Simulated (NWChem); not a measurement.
System: CH$_{3}$BrGe, singlet; SMILES [Ge]([Br])[CH3]

```xyz
6

Ge    -0.4607     0.9851     0.0000
Br     0.0230    -1.3250     0.0000
C      1.4254     1.6144     0.0000
H      1.4762     2.7143     0.0000
H      1.9533     1.2252    -0.8867
H      1.9533     1.2252     0.8867
```
Atoms are numbered in this order, from 1.

Low-valent species are run as closed-shell singlets; no triplet was tried in these runs. Structure relaxed at the PBE0/def2-SVP level. B3LYP is NWChem's, with the RPA form of VWN correlation.

Symmetry labels are those of Cs in the frame above (b1 and b2, or b-type labels, depend on it).

**Question.** List the 4 lowest vertical singlet excitations from B3LYP/def2-SVPD, TDA (NWChem).

**Answer.** 
```csv
state,energy (eV),oscillator strength,symmetry,leading excitation (squared amplitude)
S1,2.82,0.015,a",HOMO → LUMO (0.97)
S2,4.15,0.008,a",HOMO−1 → LUMO (0.98)
S3,4.67,0.017,a',HOMO−2 → LUMO (0.85)
S4,5.01,0.000,a",HOMO−3 → LUMO (0.99)
```
